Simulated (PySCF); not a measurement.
C4H6Si.
SMILES with atom numbers: `[CH:1]#[C:2]/[CH:3]=[CH:4]\[SiH3:5]` (hydrogens: H6 on C1; H7 on C3; H8 on C4; H9, H10, H11 on Si5)

A GFN2-xTB structure with every atom displaced at random (by about 0.01 Å) was refined with PBE0-D3(BJ)/def2-SVP geometry optimisation, gas phase (PySCF 2.14.0). Values at the start:

| coordinate | start |
| --- | --- |
| C1≡C2 | 1.233 Å |
| C1–H6 | 1.010 Å |
| C2–C3 | 1.418 Å |
| C3=C4 | 1.283 Å |
| C3–H7 | 1.104 Å |
| C4–Si5 | 1.912 Å |
| C4–H8 | 1.092 Å |
| Si5–H9 | 1.435 Å |
| C1–C2–C3 | 178.5° |
| C2–C3–C4 | 124.3° |
| C3–C4–Si5 | 124.3° |

Problem. How do these coordinates change at the PBE0-D3(BJ)/def2-SVP level?

Solution. 
```tsv
coordinate	PBE0-D3(BJ)/def2-SVP (Å or °)	change
C3=C4	1.349	+0.066
C1–H6	1.074	+0.064
Si5–H9	1.494	+0.059
C4–Si5	1.878	-0.034
C1≡C2	1.215	-0.018
C3–H7	1.098	-0.006
C2–C3	1.423	+0.005
C4–H8	1.096	+0.004
C1–C2–C3	179.6	+1.1
C2–C3–C4	123.6	-0.7
C3–C4–Si5	123.8	-0.5
```

The energy falls by 0.309 eV over 8 energy and gradient evaluations, the largest force component goes from 0.0921 to 1.2e-04 Eh/bohr, and the atoms move by 0.035 Å rms after alignment. The bond that changes most is C3=C4 (both ends alkene CH carbon), which lengthens by 0.066 Å. Bonds longer at the end by more than 0.005 Å: 6 of 10; shorter: 3. Rotational constants go from 7536, 2521, 1930 to 7439, 2516, 1923 MHz.

The run used 104 basis functions and 58 SCF cycles in all. Time: 27 s; peak memory 0.42 GiB. Hardware: one thread of an Arm Neoverse V2 (shared host).

PBE0-D3(BJ)/def2-SVP frequencies: not computed here.
